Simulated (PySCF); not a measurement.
Job for PySCF: R-B3LYP/3-21G on AlH4NO2 (SMILES [NH2][Al]([OH])[OH]), a point of a torsion scan.

```python
from pyscf import gto, scf, dft, mp
from pyscf.data.elements import chemcore

mol = gto.M(
    atom='''
    N     1.53794490   -0.03711603    0.13677657
    Al   -0.19495254   -0.06224487   -0.25542563
    O    -0.94686088   -1.43977705   -0.75491319
    O    -0.98607401    1.37341752   -0.07753027
    H     2.01851211    0.77816935    0.47695542
    H     2.14709693   -0.83789780    0.14333086
    H    -1.11182789   -2.28186664   -1.14724198
    H    -1.74532925    1.93561228   -0.10855910
    ''',
    basis='3-21g',
    charge=0, spin=0, verbose=3, max_memory=1800)
mf = dft.RKS(mol, xc='b3lyp')
mf.conv_tol = 1e-8
mf.max_cycle = 100
mf.kernel()
if not mf.converged:
    mf = mf.newton().run(mf.mo_coeff, mf.mo_occ)
```

Program output:

```
converged SCF energy = -447.69786244831
```

The run converged.

Cost: about 5 core-seconds (a rough figure).
